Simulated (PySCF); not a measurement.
Vibration and rotation of GaBr

RHF-CCSD(T) constants of GaBr, ¹Σ⁺ (singlet), closed shell (basis Ga def2-TZVPPD, Br def2-TZVPPD; no relativity; PySCF 2.14; masses 68.9256 and 78.9183 u):

```
ωe              : 272.1 cm⁻¹
ωexe            : 0.684 cm⁻¹
Be              : 0.081773 cm⁻¹
αe              : 0.000311 cm⁻¹
D (centrifugal) : 2.95e-08 cm⁻¹
De to Ga + Br   : 4.33 eV
```

Give the vibrational terms G(v) and spacings up to v = 6.

G(v) = ωe(v+½) − ωexe(v+½)².

```csv
v,G(v) (cm⁻¹),G(v) − G(v−1),Bv (cm⁻¹)
0,135.9,,0.08162
1,406.6,270.7,0.08131
2,676.0,269.4,0.08100
3,944.0,268.0,0.08068
4,1210.6,266.6,0.08037
5,1475.9,265.3,0.08006
6,1739.8,263.9,0.07975
```

How well does the Morse estimate ωe²/(4ωexe) reproduce De, and what is D0?

It gives 3.36 eV, 77 % of the computed De. D0 = De − G(0) = 4.33 − 0.02 = 4.31 eV.

Correlated steps freeze 18 core orbitals. Where the molecule has an RHF reference, its open-shell atoms are computed with UHF.
